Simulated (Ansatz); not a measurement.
Gas-phase electronic energies from Ansatz, PBE0-D4/def2-TZVP geometries. CBS: MP2 limit from def2 TZ/QZ plus the TZ coupled-cluster correction, frozen cores. Functionals use def2-TZVPP. def2 core potentials past Kr. For Te outer-core shells are correlated without core-valence functions, which leaves a few kJ/mol of doubt a bond. One conformer a species, not always the lowest.

Consider the ligand exchange at the Si–Te bond: `CC[Te][SiH3]` + `OCS[SiH3]` → `[SiH3]OCS[SiH3]` + `CC[TeH]`.

```tsv
level	ΔE (kcal/mol)	difference from CCSD(T)/CBS
B97M-V	-6.8	-1.6
r2SCAN0-D4	-4.5	0.7
BHLYP-D4	-7.7	-2.5
CAM-B3LYP	-8.4	-3.2
RPA@PBE/def2-TZVPP	-8.0	-2.8
MP2/def2-SVP	-6.1	-0.9
CCSD/def2-SVP	-6.9	-1.7
SCS-MP2/def2-TZVPP	-7.4	-2.2
CCSD(T)/def2-TZVPP	-6.7	-1.5
HF/CBS(def2)	-10.6	-5.4
CCSD(T)/CBS	-5.2	0
```

(1) What do rigid-rotor, harmonic-oscillator terms from PBE0-D4/def2-TZVP frequencies (298.15 K, 1 bar) make of the CCSD(T)/CBS value? (An estimate is asked.)

Largest T1 diagnostic among the species: 0.012.

Results:

(1) Ansatz gave: ΔZPE = -2.1 kcal/mol, ΔH = -7.4 kcal/mol, ΔS = -2 J/(mol·K), ΔG = -7.2 kcal/mol. Modes under 50 cm⁻¹ make the entropy rough.

Leaving LDA and LC-ωPBE aside and taking each functional with its dispersion term where it has one, the values, not all of them listed here, spread over 7.0 kcal/mol, from CAM-B3LYP-D4 to PBE-D4. LDA lies −1.5 kcal/mol from PBE without D4. At CCSD(T), def2-SVP lies −1.4 kcal/mol from the extrapolated value and def2-TZVPP −1.5 kcal/mol. From BLYP to BHLYP (50 % exact exchange), in def2-TZVPP and without D4, ΔE moves by −2.4 kcal/mol.
